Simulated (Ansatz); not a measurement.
C3H6BCl3O⁺, that is B(OCMe2)Cl3 with one electron fewer. Charge 1, multiplicity 2. Geometry B3LYP-D4/def2-SVP; atoms count from 1.

```xyz
14

B     0.925   -1.768    0.494
O     0.115   -0.554    0.807
C    -0.282    0.425    0.108
C    -1.084    1.449    0.801
C     0.036    0.544   -1.333
H    -0.599    2.433    0.668
H    -2.062    1.536    0.292
H    -1.219    1.220    1.865
H    -0.333   -0.349   -1.867
H     1.132    0.549   -1.466
H    -0.397    1.449   -1.774
Cl    2.630   -1.333    0.011
Cl    0.062   -2.870   -0.676
Cl    1.076   -2.732    2.071
```

Q: Estimate the Mulliken populations from the PBE0/def2-TZVP orbitals of Ansatz.

A: 
```tsv
atom	charge (e)	spin (α − β)
B1	0.06	-0.06
O2	-0.10	0.00
C3	0.30	0.00
C4	-0.38	0.00
C5	-0.40	0.00
H6	0.20	0.00
H7	0.20	0.00
H8	0.19	0.00
H9	0.20	0.00
H10	0.20	0.00
H11	0.19	0.00
Cl12	0.05	0.26
Cl13	0.05	0.27
Cl14	0.21	0.53
```
Mulliken values depend strongly on the basis.

Q: Where does the spin sit?

A: Summed by element: B -0.06, O 0.00, C 0.00, H 0.00, Cl 1.06, of 1 unpaired in all. Largest on single atoms: Cl14 0.53, Cl13 0.27, Cl12 0.26.

Q: And the Mayer bond orders between heavy atoms (over 0.3)?

A: B1–O2 0.89 (1.49 Å); B1–Cl12 1.13 (1.82 Å); B1–Cl13 1.13 (1.83 Å); B1–Cl14 1.04 (1.85 Å); O2–C3 1.48 (1.27 Å); C3–C4 1.08 (1.47 Å); C3–C5 1.04 (1.48 Å).
